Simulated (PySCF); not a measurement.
CH6OTi, SMILES [TiH3][O]C, multiplicity 1.

Geometry optimised at PBE0-D3(BJ)/def2-SVP. The spin state was assumed, not searched.

Calculation: PBE0-D3(BJ)/def2-SVP (PySCF).

Frequencies are harmonic and unscaled.

Modes within 1.5 cm⁻¹ of each other (mostly degenerate sets) share a row, with their intensities summed.

Computed vibrational spectrum:
| mode | ν (cm⁻¹) | IR (km/mol) | moving atoms (share of kinetic energy) |
|---|---|---|---|
| 1 | 41 | 0.0 | H 100 % |
| 2–3 | 115 | 6.0 | O 57 %, H 29 %, C 12 % |
| 4–5 | 432 | 69.7 | H 82 %, O 10 % |
| 6 | 523 | 50.0 | H 68 %, C 17 %, O 9 % |
| 7–8 | 606 | 162.2 | H 99 % |
| 9 | 718 | 193.9 | H 40 %, Ti 32 %, C 25 % |
| 10–11 | 1164 | 0.1 | H 77 %, C 19 % |
| 12 | 1276 | 583.3 | O 61 %, C 34 % |
| 13–14 | 1462 | 12.4 | H 97 % |
| 15 | 1465 | 1.9 | H 86 % |
| 16–17 | 1696 | 872.9 | H 97 % |
| 18 | 1744 | 136.1 | H 99 % |
| 19 | 3041 | 51.4 | H 98 % |
| 20–21 | 3145 | 27.5 | H 90 %, C 10 % |
